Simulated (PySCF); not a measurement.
# Ionising ZnSi

PBEsol; basis Zn def2-SVPD, Si def2-SVPD; no relativity; PySCF 2.14. Neutral (UKS): triplet (π ↑↑), Re = 2.321 Å, ωe = 306 cm⁻¹, De = 1.56 eV, HOMO -4.44 eV, LUMO -3.52 eV.

ZnSi⁺ (UKS): doublet (π ↑), Re = 2.471 Å, ωe = 257 cm⁻¹, De = 2.37 eV to Zn + Si⁺. The energies at the minima are -2066.11224 hartree for ZnSi and -2065.84232 for ZnSi⁺.

Q: Work out the adiabatic ionisation energy, without and with harmonic zero-point energies (1 hartree = 27.2114 eV, 1 eV = 8065.5 cm⁻¹), and the change of the bond length.

A: At PBEsol: 0.26992 hartree = 7.345 eV between the minima; the zero-point term (257.0 − 306.0)/2 cm⁻¹ = -0.003 eV makes it 7.342 eV. Re changes by +15.0 pm against the neutral. The electron leaves a π orbital, and the longer bond of the ion fits a bonding orbital, or a change in how ionic the bond is.

For an ion De counts to the pair picked by the measured ionisation energies or electron affinities, which need not be the lowest pair at this level. States were picked by a PBE0 search and need not be the measured ground states.
